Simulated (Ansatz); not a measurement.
`F[SiH2][Si](F)(Cl)Cl` and `F[Si]([SiH3])(Cl)Cl` differ in one atom or group.

Ansatz, PBE0-D4/def2-TZVP geometries, multiplicity 1. Each molecule was computed in one conformer, which needn't be the lowest.

| property | `F[SiH2][Si](F)(Cl)Cl` |
| --- | --- |
| size of the dipole moment (ωB97M-V/def2-TZVPP) / D | 1.27 |
| LUMO energy (ωB97M-V/def2-TZVPP) / eV | 0.46 |
| size of the dipole moment (PBE/def2-TZVPP) / D | 1.16 |
| LUMO energy (B3LYP/def2-TZVPP) / eV | -1.53 |
| LUMO energy (PBE/def2-TZVPP) / eV | -2.21 |
| HOMO–LUMO gap (ωB97M-V/def2-TZVPP) / eV | 11.28 |

(1) Give the same properties after the change, and the shifts. (Best estimate.)

## Answers

(1) Computed: 
| property | `F[Si]([SiH3])(Cl)Cl` | shift |
| --- | --- | --- |
| size of the dipole moment (ωB97M-V/def2-TZVPP) / D | 1.72 | 0.45 |
| LUMO energy (ωB97M-V/def2-TZVPP) / eV | 1.29 | 0.83 |
| size of the dipole moment (PBE/def2-TZVPP) / D | 1.60 | 0.44 |
| LUMO energy (B3LYP/def2-TZVPP) / eV | -0.73 | 0.80 |
| LUMO energy (PBE/def2-TZVPP) / eV | -1.43 | 0.78 |
| HOMO–LUMO gap (ωB97M-V/def2-TZVPP) / eV | 12.08 | 0.80 |

Dipoles are sizes alone; their direction can turn.

Positive LUMOs are unbound, so they and the gaps depend on the basis.

B3LYP here is the variant with VWN-RPA as its local correlation; programs differ in this.
